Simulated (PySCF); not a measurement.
Some computed properties have been withheld. Give your best values.

Compound: SiEt2(NMe2)2, C8H22N2Si.
Cartesian coordinates in Å at the PBE0-D3(BJ)/def2-SVP level; atoms count from 1:
```xyz
33
C8H22N2Si angstrom
Si     0.0787    0.0016    0.0603
C      0.0848    0.0478    1.9483
C      0.6932    1.3441    2.4802
H      0.6278   -0.8235    2.3537
H     -0.9572   -0.0537    2.2998
H      0.6707    1.3943    3.5803
H      1.7455    1.4552    2.1725
H      0.1518    2.2245    2.0985
C      1.8526   -0.0033   -0.5866
C      2.5983   -1.2783   -0.1977
H      2.3988    0.8838   -0.2216
H      1.8187    0.0957   -1.6861
H      3.6213   -1.3030   -0.6057
H      2.6832   -1.3820    0.8961
H      2.0741   -2.1748   -0.5656
N     -0.7392    1.3795   -0.6297
C     -2.1554    1.5363   -0.4271
C     -0.0929    2.5496   -1.1565
H     -2.3998    2.3177    0.3227
H     -2.5963    0.5871   -0.0863
H     -2.6682    1.8198   -1.3671
H      0.9782    2.3705   -1.3232
H     -0.5319    2.8497   -2.1287
H     -0.1802    3.4276   -0.4826
N     -0.8064   -1.4141   -0.4427
C     -1.0807   -2.5616    0.3776
C     -1.0691   -1.6211   -1.8429
H     -2.1360   -2.8842    0.2774
H     -0.9065   -2.3400    1.4395
H     -0.4519   -3.4373    0.1137
H     -0.9084   -0.6856   -2.4003
H     -0.4230   -2.4042   -2.2914
H     -2.1188   -1.9302   -2.0146
```

```tsv
property	level	value
rotational constants A, B, C	PBE0-D3(BJ)/def2-SVP	0.919, 0.815, 0.678 GHz
dipole moment	B3LYP/def2-SVPD	?
HOMO energy	B3LYP/def2-SVPD	?
LUMO energy	B3LYP/def2-SVPD	?
lowest singlet excitation	TDDFT B3LYP/def2-SVPD	5.14 eV (241 nm, f = 0.008)
lowest triplet excitation (Tamm–Dancoff)	TDA B3LYP/def2-SVPD	5.08 eV
static isotropic polarisability	B3LYP/def2-SVPD	141.4 au
electronic spatial extent ⟨r²⟩ about the centre of nuclear charge	B3LYP/def2-SVPD	?
13C chemical shifts (computed TMS as zero) by class	GIAO KT2/pcSseg-1	?
1H chemical shifts (computed TMS as zero) by class	GIAO KT2/pcSseg-1	?
isotropic shieldings of nuclei other than C and H, by class	GIAO KT2/pcSseg-1	230 (N16/N25), 360 (Si1) ppm
```

The electronic properties come from PySCF, for the isolated species, density fitting. NMR classes are plain means over equivalent atoms (diastereotopic ones count apart unless rotation or inversion swaps them), as if these changed places fast; in this geometry the members of some classes differ.

(1) Give the LUMO energy.

(2) The HOMO energy?

(3) What are the 1H chemical shifts (computed TMS as zero) by class?

(4) The 13C chemical shifts (computed TMS as zero) by class?

(5) The dipole moment?

(6) The electronic spatial extent ⟨r²⟩ about the centre of nuclear charge?

## Answers

(1) 0.22 eV.

(2) -5.70 eV.

(3) 2.58 (H19/H20/H21/H22/H23/H24/H28/H29/H30/H31/H32/H33), 0.87 (H6/H7/H8/H13/H14/H15), 0.70 (H4/H5/H11/H12) ppm.

(4) 39.3 (C17/C18/C26/C27), 9.4 (C3/C10), 6.6 (C2/C9) ppm.

(5) 0.06 D.

(6) 2286 bohr².

The rotational constants make it an asymmetric top with κ = (2B − A − C)/(A − C) = 0.1, nearer the oblate limit (+1). The polarisability is 20.96 Å³ as a volume (1 au = 0.148185 Å³), or 1.44 au for each of the 98 electrons. In wavenumbers S1 is 41500 cm⁻¹ (1 eV = 8065.54 cm⁻¹).

One conformer stands for the species.
